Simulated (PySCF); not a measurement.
Species: C7H9OP.
SMILES: `C=CP(=O)(C#CC)C=C`

Level: PBE0/def2-SVPD in PySCF, non-relativistic, on one gas-phase PBE0-D3(BJ)/def2-SVP geometry that isn't relaxed in the solvent. The solvent is an IEF-PCM continuum (cavity from Bondi-type radii × 1.2), and excitations are vertical TDDFT with non-equilibrium linear response and a frozen core. Only the electrostatic response of the medium enters.

Gas-phase singlets (H = HOMO, L = LUMO):

```csv
state,E (eV),λ (nm),f,leading configurations
S1,5.455,227,0.002,H-1→L 88%
S2,5.583,222,0.000,H→L 89%
S3,5.719,217,0.002,"H→L+1 59%, H-2→L 9%"
S4,5.881,211,0.005,"H→L+1 28%, H-1→L+2 24%"
S5,5.931,209,0.015,"H-1→L+1 69%, H→L+2 18%"
```

Q: How does the list change in acetone (ε = 20.49)?

A: 
```json
{"state": "S1", "E (eV)": "5.700", "λ (nm)": "217", "f": "0.000", "leading configurations": "H→L 43%, H→L+2 22%", "change by rank (eV)": "+0.245"}
{"state": "S2", "E (eV)": "5.857", "λ (nm)": "212", "f": "0.003", "leading configurations": "H-1→L+1 36%, H-2→L 31%", "change by rank (eV)": "+0.274"}
{"state": "S3", "E (eV)": "5.880", "λ (nm)": "211", "f": "0.001", "leading configurations": "H-1→L 50%, H→L+1 29%", "change by rank (eV)": "+0.161"}
{"state": "S4", "E (eV)": "6.001", "λ (nm)": "207", "f": "0.011", "leading configurations": "H-1→L+1 46%, H→L+2 29%", "change by rank (eV)": "+0.120"}
{"state": "S5", "E (eV)": "6.101", "λ (nm)": "203", "f": "0.037", "leading configurations": "H-1→L 43%, H-1→L+2 23%", "change by rank (eV)": "+0.170"}
```

Q: How do the frontier levels move from gas to acetone?

A: 
```csv
orbital,gas (eV),solvent (eV),change (eV)
LUMO+2,-0.17,-0.30,-0.13
LUMO+1,-0.58,-0.63,-0.05
LUMO,-0.99,-1.04,-0.05
HOMO,-7.73,-7.92,-0.19
HOMO-1,-7.73,-8.04,-0.31
HOMO-2,-7.95,-8.22,-0.27
HOMO-3,-8.31,-8.56,-0.25
```

The HOMO–LUMO gap goes from 6.74 to 6.89 eV. Rows go by rank; for HOMO-2, HOMO-1 and HOMO the atom shares or the degeneracy differ between the runs, so the row needn't follow one orbital.

The values belong to the conformer `[CH2:1]=[CH:2][P:3](=[O:4])([C:5]#[C:6][CH3:7])[CH:8]=[CH2:9]`: C1–C2–P3–O4 -1°, C2–P3–C8–C9 -124°.
